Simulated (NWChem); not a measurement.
System: C4H5Cl; SMILES C#CCCCl

NWChem input:

```
start job
memory heap 200 mb stack 900 mb global 1100 mb
geometry units angstroms noautosym nocenter noautoz
  C      0.954528    -2.390303    -0.126148
  C      0.054409    -1.593369     0.091960
  C     -1.023244    -0.637852     0.332268
  C     -0.889305     0.677795    -0.441121
  Cl     0.548825     1.627008     0.078802
  H      1.753815    -3.093515    -0.312127
  H     -1.093306    -0.413287     1.418941
  H     -1.996556    -1.097830     0.045928
  H     -0.781782     0.491580    -1.526829
  H     -1.779451     1.313499    -0.271478
end
basis spherical
  C library def2-svp
  Cl library def2-svp
  H library def2-svp
end
dft
  xc b3lyp
  iterations 150
end
cosmo
  do_cosmo_smd true
  solvent propnol2
end
task dft energy
```

Parts of the log:

```
             Northwest Computational Chemistry Package (NWChem) 7.3.0
             --------------------------------------------------------

                             Geometry "geometry" -> ""
                             -------------------------

 Output coordinates in angstroms (scale by  1.889725989 to convert to a.u.)

  No.       Tag          Charge          X              Y              Z
 ---- ---------------- ---------- -------------- -------------- --------------
    1 C                    6.0000     0.95452800    -2.39030300    -0.12614800
    2 C                    6.0000     0.05440900    -1.59336900     0.09196000
    3 C                    6.0000    -1.02324400    -0.63785200     0.33226800
    4 C                    6.0000    -0.88930500     0.67779500    -0.44112100
    5 Cl                  17.0000     0.54882500     1.62700800     0.07880200
    6 H                    1.0000     1.75381500    -3.09351500    -0.31212700
    7 H                    1.0000    -1.09330600    -0.41328700     1.41894100
    8 H                    1.0000    -1.99655600    -1.09783000     0.04592800
    9 H                    1.0000    -0.78178200     0.49158000    -1.52682900
   10 H                    1.0000    -1.77945100     1.31349900    -0.27147800

 Effective nuclear repulsion energy (a.u.)     188.9330673995

                                 NWChem DFT Module
                                 -----------------

 Summary of "ao basis" -> "ao basis" (spherical)
 ------------------------------------------------------------------------------
       Tag                 Description            Shells   Functions and Types
 ---------------- ------------------------------  ------  ---------------------
 C                          def2-svp                 6       14   3s2p1d
 Cl                         def2-svp                 8       18   4s3p1d
 H                          def2-svp                 3        5   2s1p

 in cosmo_initialize ...
 calling solv_data for solv:propnol2

 solvent parameters
 solvname_short: propnol2
 solvname_long:  2-propanol
 dielec:       19.2640
 dielecinf:     1.8978
 nonaqueous SMD model solvent descriptors
 dielec:       19.2640
 sola:          0.3300
 solb:          0.5600
 solc:          0.0000
 solg:         30.1300
 solh:          0.0000
 soln:          1.3776

[...]

                                COSMO-SMD solvation results
                                ---------------------------

             internal energy in gas <Psi(g)|H|Psi(g)> =      -615.317352207014
         internal energy in solvent <Psi(s)|H|Psi(s)> =      -615.315612536711
                               delta internal energy  =         0.001739670302 (    1.09 kcal/mol)
   total free energy in solvent <Psi(s)|H+V/2|Psi(s)> =      -615.326928274918
 polarization energy contribution <Psi(s)|V/2|Psi(s)> =        -0.011315738207 (   -7.10 kcal/mol)
    total free energy in solvent including G(SMD-CDS) =      -615.327156389146
                       G(SMD-CDS) energy contribution =        -0.000228114228 (   -0.14 kcal/mol)
     1 M fixed-concentration free energy of solvation =        -0.009804182132 (   -6.15 kcal/mol)

                       DFT Final Molecular Orbital Analysis
                       ------------------------------------

 Vector   21  Occ=2.000000D+00  E=-2.942987D-01
              MO Center=  2.8D-01,  1.3D+00, -1.9D-02, r^2= 2.3D+00
   Bfn.  Coefficient  Atom+Function         Bfn.  Coefficient  Atom+Function
  ----- ------------  ---------------      ----- ------------  ---------------
    69     -0.361453   5 Cl pz               68     -0.353139   5 Cl py
    67      0.337777   5 Cl px               66     -0.260903   5 Cl pz
    65     -0.250922   5 Cl py               64      0.246393   5 Cl px
    95      0.169853  10 H  s                63     -0.151601   5 Cl pz
    90     -0.150047   9 H  s                62     -0.146128   5 Cl py

 Vector   22  Occ=2.000000D+00  E=-2.804407D-01
              MO Center=  3.5D-01, -1.3D+00, -1.3D-02, r^2= 3.3D+00
   Bfn.  Coefficient  Atom+Function         Bfn.  Coefficient  Atom+Function
  ----- ------------  ---------------      ----- ------------  ---------------
     5      0.248277   1 C  py                6     -0.247977   1 C  pz
    20     -0.230271   2 C  pz               19      0.225377   2 C  py
    69      0.212632   5 Cl pz                8      0.161168   1 C  py
     4      0.160231   1 C  px               22      0.158899   2 C  py
     9     -0.155696   1 C  pz               66      0.151809   5 Cl pz

 Vector   23  Occ=2.000000D+00  E=-2.787774D-01
              MO Center=  3.6D-01, -1.7D+00,  2.5D-02, r^2= 2.4D+00
   Bfn.  Coefficient  Atom+Function         Bfn.  Coefficient  Atom+Function
  ----- ------------  ---------------      ----- ------------  ---------------
     6      0.311231   1 C  pz               20      0.281574   2 C  pz
     4      0.218413   1 C  px               18      0.207349   2 C  px
     9      0.198245   1 C  pz                5      0.167437   1 C  py
    23      0.165197   2 C  pz               19      0.149396   2 C  py
     7      0.142727   1 C  px               85      0.135964   8 H  s

 Vector   24  Occ=0.000000D+00  E= 2.489670D-02
              MO Center= -9.7D-02, -1.0D+00, -2.9D-02, r^2= 5.2D+00
   Bfn.  Coefficient  Atom+Function         Bfn.  Coefficient  Atom+Function
  ----- ------------  ---------------      ----- ------------  ---------------
    45      1.172909   4 C  s                96     -0.574094  10 H  s
    22     -0.511138   2 C  py               31      0.397608   3 C  s
    81     -0.386522   7 H  s                86     -0.376034   8 H  s
     7      0.345708   1 C  px               36     -0.343830   3 C  py
    91     -0.325421   9 H  s                 8      0.317686   1 C  py

[...]
```

Level: B3LYP/def2-SVP, SMD on the gas-phase geometry. All runs use the structure optimised with PBE-D3(BJ)/def2-SVP. Solvent: 2-propanol.
